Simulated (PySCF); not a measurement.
Ground-state electric properties of a mixed set of molecules.

All values: PBE0/def2-SVPD (PySCF) at GFN2-xTB geometries, gas phase, one conformer each. Core orbitals are frozen in the response; Δα² is half the sum of the squared differences of the principal polarisabilities.

Question: Rank by HOMO–LUMO gap, lowest first.
A. `C[SiH2]C[SiH2]SC`
B. `O=S(=O)(O)C=C1CC1`
C. `C=C(C=O)S(C)(=O)=O`
D. `Fc1nncn1C1CC1`
E. `[SiH3]C([SiH3])CCS`
F. `CP(C)(=O)C`

Answer: C (5.51 eV), A (6.73 eV), E (6.85 eV), B (7.33 eV), D (7.57 eV), F (7.94 eV).

Question: Rank by mean static polarisability, lowest first.
A. `C=C(C=O)S(C)(=O)=O`
B. `C[SiH2]C[SiH2]SC`
C. `Fc1nncn1C1CC1`
D. `CP(C)(C)=O`
E. `C([SiH3])([SiH3])CCS`

Answer: D (9.51 Å³), C (10.88 Å³), A (11.47 Å³), B (16.54 Å³), E (16.89 Å³).

All values together:

| SMILES | formula | μ (D) | HOMO (eV) | LUMO (eV) | α (Å³) | Δα (Å³) | electrons | α per electron (Å³) |
| --- | --- | --- | --- | --- | --- | --- | --- | --- |
| [SiH3]C([SiH3])CCS | C3H12SSi2 | 1.53 | -6.90 | -0.05 | 16.89 | 5.08 | 74 | 0.228 |
| O=S(=O)(O)C=C1CC1 | C4H6O3S | 4.95 | -8.58 | -1.24 | 11.38 | 5.25 | 70 | 0.163 |
| CP(C)(C)=O | C3H9OP | 4.37 | -7.58 | 0.36 | 9.51 | 0.65 | 50 | 0.190 |
| Fc1nncn1C1CC1 | C5H6FN3 | 6.33 | -7.49 | 0.07 | 10.88 | 4.56 | 66 | 0.165 |
| C=C(C=O)S(C)(=O)=O | C4H6O3S | 4.47 | -8.25 | -2.75 | 11.47 | 3.96 | 70 | 0.164 |
| C[SiH2]C[SiH2]SC | C3H12SSi2 | 0.93 | -6.70 | 0.03 | 16.54 | 5.16 | 74 | 0.224 |

Conformers: `[SiH3:1][CH:2]([SiH3:3])[CH2:4][CH2:5][SH:6]` with Si1–C2–C4–C5 64°, C2–C4–C5–S6 179°, C4–C5–S6–H -59°; `[O:1]=[S:2](=[O:3])([OH:4])[CH:5]=[C:6]1[CH2:7][CH2:8]1` with O1–S2–O4–H 0°, O1–S2–C5–C6 -15°; `[F:1][c:2]1[n:3][n:4][cH:5][n:6]1[CH:7]1[CH2:8][CH2:9]1` with C5–N6–C7–C8 35°; `[CH2:1]=[C:2]([CH:3]=[O:4])[S:5]([CH3:6])(=[O:7])=[O:8]` with C1–C2–C3–O4 158°, C1–C2–S5–C6 -121°; `[CH3:1][SiH2:2][CH2:3][SiH2:4][S:5][CH3:6]` with C1–Si2–C3–Si4 -53°, Si2–C3–Si4–S5 78°, C3–Si4–S5–C6 178°.

How closely does the mean polarisability follow the number of electrons in this set?

The correlation coefficient is 0.74; α per electron runs from 0.163 to 0.228 Å³.
